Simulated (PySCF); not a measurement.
Mass spectrum arithmetic for `BOBC[SiH3]`

Species: `BOBC[SiH3]`.

All values are calculated from tables of isotopes.

**Question.** What are the average molar mass and the monoisotopic mass?

**Answer.** For CH8B2OSi, with standard atomic weights, 2 × 10.810 + 1 × 15.999 + 1 × 12.011 + 1 × 28.085 + 8 × 1.008 = 85.779 g/mol. From the most abundant isotopes (11B, 16O, 12C, 28Si, 1H), 2 × 11.009305 + 1 × 15.994915 + 1 × 12.000000 + 1 × 27.976927 + 8 × 1.007825 = 86.0531 u.

**Question.** What cluster does the molecular ion M+• show when like nominal masses merge?

**Answer.** 
```json
{"nominal mass": "84", "m/z (centroid)": "84.0598", "relative intensity": "6.0"}
{"nominal mass": "85", "m/z (centroid)": "85.0562", "relative intensity": "48.5"}
{"nominal mass": "86", "m/z (centroid)": "86.0526", "relative intensity": "100.0"}
{"nominal mass": "87", "m/z (centroid)": "87.0530", "relative intensity": "7.8"}
{"nominal mass": "88", "m/z (centroid)": "88.0499", "relative intensity": "3.5"}
```

Cut off at 0.1 %. One electron mass, 0.00055 u, is taken off. Abundances used (%; other tables differ somewhat): 10B 19.9, 11B 80.1; 16O 99.757, 17O 0.038, 18O 0.205; 12C 98.93, 13C 1.07; 28Si 92.2297, 29Si 4.6832, 30Si 3.0872; 1H 99.9885, 2H 0.0115.

**Question.** Protons, neutrons, electrons, and exact less nominal mass of the monoisotopic species?

**Answer.** 46 protons, 40 neutrons and 46 electrons; 86.0531 − 86 = +0.0531 u.

**Question.** What share of all molecules is the monoisotopic species?

**Answer.** 0.801^2 × 0.99757 × 0.9893 × 0.922297 × 0.999885^8 = 58.35 %.

**Question.** List the species in which a single atom is changed from its most abundant isotope.

**Answer.** Intensity in % of the monoisotopic species:

```
isotope  mass shift (u)      m/z  intensity (%)
    10B        -0.99637  85.0561          49.69
   29Si        +0.99957  87.0521           5.08
    13C        +1.00335  87.0559           1.08
    17O        +1.00422  87.0567           0.04
     2H        +1.00628  87.0588           0.09
   30Si        +1.99684  88.0493           3.35
    18O        +2.00425  88.0568           0.21
```

Species under 0.02 % are left out.

**Question.** Which m/z would the protonated, sodiated and deprotonated molecule have?

**Answer.** [M+H]+ 87.0603, [M+Na]+ 109.0423, [M−H]− 85.0458, for the monoisotopic species (arithmetic only; whether such ions form is another matter).

**Question.** Give the mass fraction of each element.

**Answer.** B 25.20 %, O 18.65 %, C 14.00 %, Si 32.74 %, H 9.40 %.
